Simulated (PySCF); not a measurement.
YCl3, SMILES [Cl][Y]([Cl])[Cl].

Geometry: r2SCAN-D4/def2-SVP. The isomer is the one that the SMILES or the coordinates give; other isomers of the formula were not compared. The def2 effective core potentials stand for the cores of Y; spin–orbit coupling is left out.

Method: r2SCAN-D4/def2-SVP (PySCF 2.14.0).

Frequencies are harmonic and unscaled.

Modes within 1.5 cm⁻¹ of each other (mostly degenerate sets) share a row, with their intensities summed.

Problem. Give all harmonic wavenumbers and intensities. (An estimate is asked for; the answer gives what the named calculation found.)

Solution. 
| mode | ν (cm⁻¹) | IR (km/mol) | moving atoms (share of kinetic energy) |
|---|---|---|---|
| 1 | 37 | 43.8 | Y 54 %, Cl 46 % |
| 2–3 | 81 | 9.7 | Cl 86 %, Y 14 % |
| 4 | 333 | 0.0 | Cl 100 % |
| 5–6 | 395 | 239.8 | Cl 60 %, Y 40 % |
